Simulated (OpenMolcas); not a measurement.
A calculation on Co²⁺.

```yaml
Program: OpenMolcas
Method: RASSCF
Basis: ANO-RCC-VTZP [6s5p3d2f1g]
Scalar_Hamiltonian: DKH2, point nucleus
Active_space: 13 electrons in 8 orbitals (RAS1 3p, at most 2 holes; RAS2 3d)
State_averaging: 2S+1 = 4 even, 10 roots; 2S+1 = 2 even, 40 roots
Spin-orbit_coupling: RASSI with atomic mean-field integrals over the reference wave functions, term energies averaged over their components
```

Problem. Which level of the active space comes out lowest?

Solution. 3d⁷ ⁴F_9/2, with 100 % of that term; it is also the measured ground level.

Problem. How high does 3d⁷ ⁴P_1/2 lie?

Solution. 18031 cm⁻¹ above the lowest level; measured 15811 cm⁻¹ above the ground level, so the calculation is off by +14 %.

Problem. How high does 3d⁷ ⁴F_3/2 lie?

Solution. 1916 cm⁻¹ above the lowest level; measured 1867 cm⁻¹ above the ground level, so the calculation is off by +3 %.

Problem. How high does 3d⁷ ²D_5/2(1) lie?

Solution. 24185 cm⁻¹ above the lowest level; measured 23059 cm⁻¹ above the ground level, so the calculation is off by +5 %.

Problem. The level at 22423 cm⁻¹ has J = 3/2. What is it made of, and what is its g factor?

Solution. 81 % 3d⁷ ²P_3/2, 15 % 3d⁷ ²D(1), 4 % 3d⁷ ⁴P; g = 1.267, against 1.334 from Landé's formula for the pure leading term.

Measured values: Sugar and Corliss, J. Phys. Chem. Ref. Data 10, 1097 (1981).

Without dynamic correlation excited terms often stand tens of per cent too high (terms of higher spin than the ground term too low), and those without a measured partner can miss by more than the paired ones. Active for correlation alone: 3p; no level in the range computed is led by a configuration that opens it, so any true level of that kind is missing. Computed and measured levels are paired by configuration, term and J; levels that our copy of the source lacks, or whose pairing is in doubt (as where it misses far off the trend of its configuration), stay unpaired and out of the deviations. Only configurations of the active space appear.

A number in round brackets counts repeated terms of one configuration in the order of the reference energies.
